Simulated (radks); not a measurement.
Correlation energies from several functionals, in hartree. Species: Tl+ [Hg]; B2+ [He] 2s1. Method: non-relativistic Kohn-Sham, exchange-only LDA, spin-polarised, spherical densities, point nucleus; computed with a radial shooting solver on a logarithmic mesh with Libxc functionals. Every spin shell is full or empty, so the densities are truly spherical. Functionals are evaluated on that one density, not self-consistently.

functional,Tl+,B2+
PW92,-8.3917,-0.18891
Wigner,-4.3370,-0.11094
Chachiyo,-8.3004,-0.18537
PBEsol,-5.5294,-0.070958
PW91,-5.2997,-0.064943
OP (B88),-4.2857,-0.072704
r2SCAN,-4.9948,-0.052909
B95,-6.1343,-0.067860
